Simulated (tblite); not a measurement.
A geometry optimisation, step by step.

B2ClFHO (doublet state).
Bonds: B1–O2, O2–B3, B3–F4, B3–Cl5. Hydrogens: H6 on B1.

Computed with GFN2-xTB (tblite), gas phase: L-BFGS steps from a force-field or distance-geometry start until the largest atomic force falls under 0.01 eV/Å. 14 of its 38 geometries are shown.

Step 0: E = -444.6265 eV, largest atomic force 4.266 eV/Å
```
atom  x, y, z in Å  |  force x, y, z in eV/Å
B1      1.518   -0.169   -0.021   -2.692  -0.927   1.155
O2      0.163   -0.557    0.419    0.943   2.271  -3.486
B3     -0.871    0.095   -0.357   -1.549  -1.193   3.348
F4     -2.125   -0.645   -0.470    3.077   1.659  -0.225
Cl5    -1.092    1.919   -0.096    0.253  -1.767  -0.764
H6      2.410   -0.641    0.556   -0.032  -0.043  -0.027
```

Step 3: E = -446.0851 eV, largest atomic force 2.531 eV/Å
```
atom  x, y, z in Å  |  force x, y, z in eV/Å
B1      1.451   -0.228    0.036    0.647  -0.530  -0.349
O2      0.183   -0.442    0.221    1.710  -0.437  -0.276
B3     -0.923    0.082   -0.157   -2.317   1.017   0.032
F4     -2.019   -0.602   -0.494    0.171  -0.261   0.035
Cl5    -1.081    1.827   -0.136   -0.177   0.214  -0.001
H6      2.392   -0.636    0.561   -0.035  -0.002   0.560
```

Step 6: E = -446.3183 eV, largest atomic force 1.172 eV/Å
```
atom  x, y, z in Å  |  force x, y, z in eV/Å
B1      1.497   -0.293    0.003   -0.161  -0.500  -0.394
O2      0.224   -0.398    0.114   -0.368   0.618  -0.253
B3     -1.006    0.128   -0.064    1.000  -0.610  -0.044
F4     -2.009   -0.635   -0.506   -0.144  -0.188   0.116
Cl5    -1.101    1.839   -0.143   -0.351   0.645   0.146
H6      2.398   -0.640    0.627    0.023   0.034   0.428
```

Step 9: E = -446.4472 eV, largest atomic force 0.758 eV/Å
```
atom  x, y, z in Å  |  force x, y, z in eV/Å
B1      1.514   -0.394   -0.046    0.142  -0.334   0.086
O2      0.247   -0.319    0.024    0.441  -0.100   0.075
B3     -0.995    0.114   -0.029   -0.054   0.506  -0.562
F4     -1.996   -0.662   -0.490    0.172   0.064   0.307
Cl5    -1.153    1.895   -0.130   -0.289  -0.249   0.183
H6      2.387   -0.633    0.703   -0.411   0.113  -0.090
```

Step 11: E = -446.5220 eV, largest atomic force 0.945 eV/Å
```
atom  x, y, z in Å  |  force x, y, z in eV/Å
B1      1.532   -0.478   -0.079    0.099  -0.017   0.069
O2      0.278   -0.283    0.002    0.258  -0.217  -0.100
B3     -0.956    0.133   -0.091   -0.580   0.666  -0.335
F4     -1.983   -0.674   -0.445    0.463   0.241   0.305
Cl5    -1.216    1.924   -0.098   -0.091  -0.614   0.056
H6      2.348   -0.620    0.742   -0.149  -0.059   0.006
```

Step 14: E = -446.5797 eV, largest atomic force 0.194 eV/Å
```
atom  x, y, z in Å  |  force x, y, z in eV/Å
B1      1.545   -0.548   -0.098   -0.060   0.184  -0.001
O2      0.303   -0.254   -0.040   -0.086   0.025  -0.156
B3     -0.933    0.190   -0.149    0.140  -0.106   0.019
F4     -1.941   -0.668   -0.388    0.069   0.010   0.099
Cl5    -1.276    1.899   -0.070   -0.052   0.047  -0.035
H6      2.305   -0.617    0.778   -0.011  -0.160   0.074
```

Step 17: E = -446.5905 eV, largest atomic force 0.246 eV/Å
```
atom  x, y, z in Å  |  force x, y, z in eV/Å
B1      1.547   -0.546   -0.102    0.218   0.105   0.045
O2      0.311   -0.237   -0.088    0.183  -0.005   0.049
B3     -0.921    0.198   -0.150   -0.076   0.082  -0.035
F4     -1.919   -0.670   -0.358   -0.159  -0.152   0.037
Cl5    -1.302    1.899   -0.071   -0.011   0.085  -0.023
H6      2.286   -0.642    0.801   -0.154  -0.114  -0.074
```

Step 20: E = -446.6017 eV, largest atomic force 0.199 eV/Å
```
atom  x, y, z in Å  |  force x, y, z in eV/Å
B1      1.569   -0.509   -0.104    0.045  -0.003  -0.115
O2      0.327   -0.224   -0.123   -0.033   0.162   0.110
B3     -0.913    0.204   -0.163   -0.060  -0.017  -0.010
F4     -1.910   -0.684   -0.320    0.008  -0.004   0.001
Cl5    -1.324    1.907   -0.077    0.054  -0.089  -0.027
H6      2.255   -0.692    0.817   -0.013  -0.049   0.041
```

Step 23: E = -446.6052 eV, largest atomic force 0.068 eV/Å
```
atom  x, y, z in Å  |  force x, y, z in eV/Å
B1      1.575   -0.493   -0.112   -0.064  -0.016   0.017
O2      0.330   -0.209   -0.112   -0.004   0.048   0.013
B3     -0.917    0.202   -0.166    0.044  -0.018   0.034
F4     -1.912   -0.689   -0.315    0.057  -0.008  -0.011
Cl5    -1.319    1.900   -0.083   -0.019   0.010  -0.020
H6      2.247   -0.708    0.817   -0.013  -0.015  -0.032
```

Step 26: E = -446.6065 eV, largest atomic force 0.065 eV/Å
```
atom  x, y, z in Å  |  force x, y, z in eV/Å
B1      1.573   -0.501   -0.115    0.023  -0.010   0.017
O2      0.337   -0.189   -0.120    0.022  -0.033   0.038
B3     -0.912    0.206   -0.162   -0.043   0.047   0.002
F4     -1.899   -0.694   -0.306    0.033  -0.034  -0.008
Cl5    -1.330    1.899   -0.086   -0.038   0.051  -0.015
H6      2.234   -0.719    0.821    0.003  -0.021  -0.034
```

Step 28: E = -446.6074 eV, largest atomic force 0.078 eV/Å
```
atom  x, y, z in Å  |  force x, y, z in eV/Å
B1      1.573   -0.505   -0.117    0.004   0.006  -0.027
O2      0.342   -0.175   -0.121   -0.032  -0.017   0.034
B3     -0.910    0.212   -0.160   -0.026   0.039  -0.010
F4     -1.885   -0.702   -0.300    0.022   0.002  -0.004
Cl5    -1.343    1.903   -0.090   -0.033   0.007  -0.015
H6      2.224   -0.732    0.820    0.065  -0.037   0.023
```

Step 31: E = -446.6085 eV, largest atomic force 0.057 eV/Å
```
atom  x, y, z in Å  |  force x, y, z in eV/Å
B1      1.571   -0.502   -0.117   -0.007  -0.008   0.023
O2      0.340   -0.169   -0.104    0.003   0.036  -0.008
B3     -0.912    0.219   -0.157    0.028  -0.012  -0.001
F4     -1.873   -0.709   -0.303   -0.042   0.033  -0.004
Cl5    -1.352    1.909   -0.100   -0.034  -0.026  -0.010
H6      2.229   -0.747    0.811    0.052  -0.023   0.000
```

Step 34: E = -446.6097 eV, largest atomic force 0.077 eV/Å
```
atom  x, y, z in Å  |  force x, y, z in eV/Å
B1      1.567   -0.504   -0.111    0.031  -0.015   0.058
O2      0.340   -0.159   -0.089    0.077  -0.001  -0.004
B3     -0.912    0.225   -0.154   -0.025  -0.019  -0.002
F4     -1.870   -0.707   -0.308   -0.025   0.015   0.002
Cl5    -1.367    1.909   -0.110   -0.023   0.011  -0.002
H6      2.246   -0.762    0.803   -0.035   0.008  -0.052
```

Step 37: E = -446.6101 eV, largest atomic force 0.006 eV/Å
```
atom  x, y, z in Å  |  force x, y, z in eV/Å
B1      1.569   -0.506   -0.109    0.004   0.001  -0.004
O2      0.345   -0.149   -0.090    0.001  -0.004   0.003
B3     -0.910    0.227   -0.154    0.001   0.000   0.003
F4     -1.866   -0.707   -0.304    0.001   0.004  -0.001
Cl5    -1.379    1.909   -0.114   -0.003  -0.001  -0.002
H6      2.245   -0.773    0.801   -0.003   0.000   0.001
```

Question: Summarise the path.

Answer: The energy falls by 45.74 kcal/mol from step 0 to step 37; nine tenths of that is first reached at step 9. It falls at every step. The largest force goes from 4.266 to 0.006 eV/Å. Among the bonds B1–O2 changes most, from 1.476 to 1.275 Å; the atoms move by 0.393 Å rms after alignment.

The cost below is that of the whole relaxation. The run took 0.14 s wall on one thread of an Arm Neoverse V1 (shared host).
